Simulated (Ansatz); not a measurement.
Cartesian coordinates in Å:
```
N 1.195 -1.170 0.110
C 0.446 -0.154 0.322
Si 0.719 1.021 1.790
Si -0.966 0.114 -0.927
N -1.077 -1.042 -2.185
H 1.935 -1.258 0.815
H -0.476 1.041 2.674
H 0.965 2.408 1.312
H 1.903 0.526 2.546
H -2.233 0.107 -0.147
H -0.756 1.461 -1.523
H -0.326 -1.070 -2.858
H -1.328 -1.985 -1.928
```

Total charge 0; spin multiplicity 1.

Question: List the PBE0/def2-TZVPP orbital energies in eV (the Gaussian-basis code of Ansatz). (An estimate is asked.)

Answer: Computed: Occupied: -1802.63, -1802.58, -391.57, -390.83, -279.17, -145.01, -144.89, -99.67, -99.66, -99.65, -99.55, -99.54, -99.53, -25.35, -23.80, -17.32, -15.49, -14.45, -13.72, -12.20, -11.34, -10.62, -10.35, -9.84, -9.64, -9.06, -7.86, -6.71. Lowest empty: -1.21, 0.06, 0.46, 1.37, 1.46, 1.58, 1.79, 2.48.
